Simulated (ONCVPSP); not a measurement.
# Before and after: ONCV potential for strontium

- Element: Sr
- Generator: ONCVPSP 4.0.1
- Type: optimised norm-conserving Vanderbilt (ONCV)
- Functional: PBE
- Relativity: fully relativistic
- Frozen core: [Ar] 3d10
- Valence charge: 10
- Reference configuration: 4s2 4p6 5s1 5p1
- Partial waves: 4s+5s: rc 2.60 bohr, ncon 4, nbas 7, qcut 4.5 1/bohr, 2 projectors; 4p+5p: rc 2.15 bohr, ncon 4, nbas 7, qcut 7.9 1/bohr, 2 projectors; d scattering state at 0.16 Ha: rc 2.25 bohr, ncon 3, nbas 8, qcut 3.7 1/bohr, 2 projectors, debl 0.8 Ha
- Local potential: polynomial inside 2.10 bohr (lpopt 5, dvloc0 3 Ha)
- Core correction: Teter function, fcfact 6, rcfact 1.6

Open shells are filled in proportion to 2j + 1.

In the d channel the program set the typed energies aside and used 0.050, 0.850 Ha (j = l + 1/2; the other j can differ).

Change: p: rc 1.78; local potential polynomial inside 1.78 bohr (lpopt 5, dvloc0 3 Ha).

Cutoffs: the cutoffs (Ha) at which the residual kinetic energy of the hardest occupied pseudo-wave falls to 1 and 0.1 mHa per electron; they do not see the model core or the augmentation charge, which bear on the density cutoff. Errors are all-electron minus pseudo energies relative to the spin-unpolarised reference configuration.

**Question.** How do hardness, ghosts and transferability respond?

**Answer.** The potential gets harder (14 Ha and 19 Ha → 18 Ha and 23 Ha); a bound ghost appears in p, which as a rule spoils a file; the lowest positive-energy flag moves from none to p1/2 at 58.9 eV; the errors of the 4 common tests hardly move; the range in which the d5/2 phases agree widens (upper end 2.5 → at the end of the scan); the range in which the d3/2 phases agree widens (upper end 2.4 → at the end of the scan). A smaller radius makes the pseudo-wave follow the all-electron one further in, where it bends more sharply, so more plane waves are needed.

```csv
quantity,base,changed
"cutoff, loose",14 Ha,18 Ha
"cutoff, tight",19 Ha,23 Ha
loose cutoff by channel,"s 3.8 Ha, p 14 Ha","s 3.8 Ha, p 18 Ha"
bound ghosts,none,p3/2
GHOST(+) flags under 300 eV,none,p1/2 at 58.9 eV
"error for 4s2 4p6 5s2 5p0, meV [ΔE -2.30 eV]",-0.7,-0.8
"error for 4s2 4p6 5s1 5p0, meV [ΔE 3.59 eV]",0.0,0.0
"error for 4s2 4p6 5s0 5p0, meV [ΔE 14.59 eV]",-1.9,-2.0
"error for 4s2 4p6 5s0 5p2, meV [ΔE 2.41 eV]",-1.0,-1.1
s: phases at 2.64 bohr within 0.05 rad from the reference energy up to (Ha; the scan ends near 5),2.9,2.6
d5/2: phases at 2.29 bohr within 0.05 rad from the reference energy up to (Ha; the scan ends near 5),2.5,to the end of the scan
d3/2: phases at 2.29 bohr within 0.05 rad from the reference energy up to (Ha; the scan ends near 5),2.4,to the end of the scan
"rms error of d²Exc/dni dnj with the model core, mHa",2.47,2.50
```

 A true bound ghost makes a file unfit for plane-wave use even where its test errors are small: the radial tests pick states by their node count and pass the ghost by.
